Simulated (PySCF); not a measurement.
W(O)(F)3(OMe) (CH3F3O2W), SMILES [O]=[W]([F])([F])([F])[O]C, multiplicity 1.

Geometry: PBE-D3(BJ)/def2-SVP. The multiplicity is an assumed one; other spin states were not compared. The def2 effective core potentials stand for the cores of W; spin–orbit coupling is left out. The values are those of a single conformer.

Two levels are set side by side: TDA-PBE/def2-SVPD (PySCF) and TDA-B3LYP/def2-SVPD (PySCF). Vertical, same geometry. The lowest singlet is HOMO→LUMO 94 % with PBE and HOMO→LUMO 93 % with the other functional; states are paired by order. Differences are taken from unrounded values.

| quantity | TDA-B3LYP | TDA-PBE | TDA-PBE minus TDA-B3LYP |
|---|---|---|---|
| lowest singlet excitation (eV) | 4.34 | 4.01 | -0.32 |
| lowest triplet excitation (TDA) (eV) | 3.99 | 3.73 | -0.25 |

Functionals without exact exchange tend to place singlet excitations lower, as here. Differences between two approximate levels are no errors against the true value.

Rough cost on one machine, each run with all the roots and properties that it gave: TDA-B3LYP against TDA-PBE about 2 times.
